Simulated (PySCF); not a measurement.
**Peak assignment**

Structure with atom numbers: `[CH2:1]=[CH:2][CH2:3][C:4](=[C:5]=[O:6])[SiH2:7][CH3:8]` (H(Xn): hydrogen on atom n). Ha(C1) is cis to C3; Hb(C1) is trans to C3.

- σ from GIAO-PBE0/pcSseg-1
- geometry: GFN2-xTB
- program: PySCF 2.14.0 with density-fitted response routines
- no relativistic terms, a single conformation, averaged over atoms made equivalent by symmetry, fast rotation or ring inversion, no solvent

Chemical shifts δ = σref − σ; 13C, 1H vs TMS, all at this level.

Q: Assign these signals to the numbered atoms. 13C{1H} NMR (computed): δ 184.7, 150.7, 121.2, 34.2, 8.8, -1.5.

A: 
| δ (ppm) | atoms | environment | reason |
| --- | --- | --- | --- |
| 184.7 | C5 | central carbon of a ketene | – |
| 150.7 | C2 | alkene CH | an sp2 carbon of a C=C bond |
| 121.2 | C1 | terminal =CH2 carbon | as expected for a trigonal carbon in a double bond |
| 34.2 | C3 | allylic sp3 CH2 | saturated and bonded to C and H only |
| 8.8 | C4 | terminal carbon of a ketene | – |
| -1.5 | C8 | methyl carbon bonded to Si | an electropositive neighbour leaves it electron-rich and shielded |

Q: Assign these signals to the numbered atoms. 1H NMR (400 MHz, computed): δ 6.10 (m, 1H), 5.40 (m, 1H), 5.24 (m, 1H), 4.65 (q, 2H), 2.86 (d, 2H), 0.39 (t, 3H).

A: 
```tsv
δ (ppm)	atoms	environment	reason
6.10	H(C2)	hydrogen on an alkene CH	a vinylic proton, deshielded by the sp2 carbon and the C=C anisotropy
5.40	Ha(C1)	hydrogen on a terminal =CH2 carbon	a vinylic proton, deshielded by the sp2 carbon and the C=C anisotropy
5.24	Hb(C1)	hydrogen on a terminal =CH2 carbon	–
4.65	H(Si7)	hydrogen on a silicon bonded to 2 C	–
2.86	H(C3)	hydrogen on an allylic sp3 CH2	allylic position
0.39	H(C8)	hydrogen on a methyl carbon bonded to Si	an electropositive neighbour shields it, as in TMS itself
```

Shifts are as computed. Against solution values, carbons near 30 ppm lie about +3 ppm off and those near 130 ppm about +5 ppm. Of 1309 compounds with measured shifts, 239 miss one by over three times the rms of a fit or turn the order of signals round; such compounds aren't used in these exercises. Multiplicities follow the n + 1 count of equivalent neighbours, as no J values were calculated; m marks all less simple cases, F and P coupling included.
